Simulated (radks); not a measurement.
Species: the nickel ion Ni27+. Configuration: 1s1 (the NIST ground configuration). All-electron calculation, scalar-relativistic Kohn-Sham, PBE, spin-polarised, spherical densities, finite nucleus; open shells are filled with parallel spins first; Fermi nuclear charge, rms radius 3.7757 fm. Program: a radial shooting solver on a logarithmic mesh with Libxc functionals. Some entries of the table are withheld. Estimate them.

| orbital | occ. | eigenvalue (eV) | <r> (bohr) | <1/r> (bohr^-1) |
|---|---|---|---|---|
| 1s up | 1 | -10599.30 | (1) | 28.60 |
| 2s up | 0 | -2592.132 | 0.2132 | 7.078 |
| 2p up | 0 | -2558.946 | 0.1795 | 6.987 |

Answer. 
(1) 1s up <r> (bohr): 0.05287
